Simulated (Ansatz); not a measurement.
Species: C4H11Si, charge 0, multiplicity 2. It need not be the lowest isomer of its formula. 
Structure (B3LYP-D3(BJ)/def2-TZVP (Ansatz, an electronic-structure program) minimum search):
```
Si
C 1 1.8510
H 2 1.0855 1 123.06
H 2 1.0855 3 113.84 1 177.90
C 1 1.8793 2 109.30 3 -30.70
H 5 1.0920 1 111.33 2 -61.44
H 5 1.0926 6 107.81 1 -122.05
H 5 1.0927 6 107.89 7 -116.03
C 1 1.8793 2 109.30 3 -151.60
H 9 1.0920 1 111.33 2 61.44
H 9 1.0926 10 107.81 1 122.05
H 9 1.0927 10 107.89 11 116.03
C 1 1.8845 2 110.00 3 88.85
H 13 1.0919 1 111.23 2 60.11
H 13 1.0919 14 107.83 1 122.21
H 13 1.0933 14 107.95 15 116.39
```
Charge 0, spin multiplicity 2.

Basis-set convergence of Hartree-Fock and MP2 correlation energies (hartree) with Ansatz. Valence correlation only, unless marked. Open shells are spin-unrestricted. Spin-orbit coupling is left out. Non-relativistic.

| basis | functions | E(HF) | E(corr, MP2) |
|---|---|---|---|
| cc-pV(D+d)Z | 134 | -446.81834 | -0.65469 |
| cc-pV(T+d)Z | 313 | [?] | [?] |

Q: Complete the blanks.

A: 
- cc-pV(T+d)Z, E(HF): -446.88207
- cc-pV(T+d)Z, E(corr, MP2): -0.80680
